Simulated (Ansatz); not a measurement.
`BN(C=C)[SiH2][SiH3]` and `BN(C)C=C` differ in one atom or group.

Ansatz, PBE0-D4/def2-TZVP geometries, multiplicity 1. Each molecule was computed in one conformer, which needn't be the lowest.

```tsv
property	`BN(C=C)[SiH2][SiH3]`
HOMO energy (ωB97M-V/def2-TZVPP) / eV	-9.24
ideal-gas entropy at 298 K and 1 bar (rigid rotor, harmonic PBE0-D4/def2-TZVP) / J/(mol·K)	396
zero-point energy (PBE0-D4/def2-TZVP) / kJ/mol	298.7
LUMO energy (PBE/def2-TZVPP) / eV	-1.68
LUMO energy (ωB97M-V/def2-TZVPP) / eV	1.12
HOMO–LUMO gap (ωB97M-V/def2-TZVPP) / eV	10.36
```

**Question.** What does the change do to each property? (An estimate is asked.)

**Answer.** Computed: 
```tsv
property	`BN(C)C=C`	shift
HOMO energy (ωB97M-V/def2-TZVPP) / eV	-8.95	0.29
ideal-gas entropy at 298 K and 1 bar (rigid rotor, harmonic PBE0-D4/def2-TZVP) / J/(mol·K)	309	-87
zero-point energy (PBE0-D4/def2-TZVP) / kJ/mol	289.9	-8.8
LUMO energy (PBE/def2-TZVPP) / eV	-1.48	0.20
LUMO energy (ωB97M-V/def2-TZVPP) / eV	1.32	0.20
HOMO–LUMO gap (ωB97M-V/def2-TZVPP) / eV	10.27	-0.09
```

With PBE0 the HOMO rises by 0.28 eV and the LUMO rises by 0.19 eV, so the gap narrows by about 0.09 eV. PBE moves the HOMO by 0.29 eV and ωB97M-V by 0.29 eV. The zero-point energy changes by -8.8 kJ/mol with -9 modes. Modes under 60 cm⁻¹, often nearly free rotors, make the harmonic entropy too high.
